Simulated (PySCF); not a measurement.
Dipole moment and polarisability of `O=S(=O)(O)C(F)(F)C(F)(F)F`

Species: C2HF5O3S.
Atom-mapped SMILES: `[O:1]=[S:2](=[O:3])([OH:4])[C:5]([F:6])([F:7])[C:8]([F:9])([F:10])[F:11]` (hydrogens: H12 on O4)

Cartesian coordinates in Å at the PBE0-D3(BJ)/def2-SVP level; atoms count from 1:
```
atom  x, y, z in Å
O1     1.194   -1.074    1.575
S2     1.192   -0.538    0.234
O3     1.285   -1.330   -0.962
O4     2.311    0.615    0.138
C5    -0.313    0.541    0.071
F6    -0.152    1.335   -0.981
F7    -0.392    1.275    1.182
C8    -1.619   -0.268   -0.101
F9    -1.659   -0.815   -1.300
F10   -2.651    0.549    0.039
F11   -1.688   -1.216    0.819
H12    2.532    0.897    1.041
```

Level: CAM-B3LYP/def2-SVPD (PySCF), static field, nuclei fixed, core orbitals frozen in the response. The polarisability tensor in these axes (au):

```
x   63.28 -1.18  1.59
y   -1.18 57.11  0.67
z    1.59  0.67 58.57
```

Q: Give the principal values, the mean and the anisotropy Δα = √{½[(α1 − α2)² + (α2 − α3)² + (α1 − α3)²]}.

A: Principal values 56.41, 58.65 and 63.90 au; mean 59.65 au = 8.84 Å³ = 9.84 × 10⁻⁴⁰ C²·m²/J; Δα = 6.66 au (11 % of the mean).

Q: What is the dipole moment, and where does it point?

A: (0.53, 2.30, 1.16) D, 2.63 D in size, pointing from the negative to the positive side. Measured along this direction, the outermost atoms are F9 at the negative end and H12 at the positive end.

Q: In a dilute gas of rigid molecules at 400 K, how does the orientational term μ²/3kT compare with the electronic polarisability?

A: In Gaussian units μ²/3kT = 41.61 Å³ against 8.84 Å³, a ratio of 4.71; the Debye molar polarisation (4π/3)N_A(α + μ²/3kT) is 127.3 cm³/mol, leaving out the vibrational part.

Q: Estimate the molar refractivity from the static electronic polarisability.

A: Lorentz–Lorenz: R = (4π/3)N_A α = 2.5225 cm³/(mol·Å³) × 8.84 Å³ = 22.3 cm³/mol, in the limit of long wavelengths.

Q: In TDDFT the mean static polarisability is Σ f/ω² over all singlet excitations (ω in hartree). How much of it do the 10 lowest give? Their energies (eV) and oscillator strengths: 8.29, 0.0524; 8.43, 0.0173; 8.74, 0.0137; 8.94, 0.0242; 9.02, 0.0092; 9.20, 0.0073; 9.23, 0.0198; 9.26, 0.0042; 9.49, 0.0149; 9.64, 0.0135.

A: They add up to 1.69 au, 2.8 % of the 59.65 au; the largest single term is 0.56 au, from the state at 8.29 eV. Terms in order: 0.56, 0.18, 0.13, 0.22, 0.08, 0.06, 0.17, 0.04, 0.12, 0.11 au. Higher excitations give the rest. The strengths listed sum to 0.176.

One conformer (not necessarily the lowest) at the PBE0-D3(BJ)/def2-SVP geometry, without solvent, vibrations or thermal averaging.
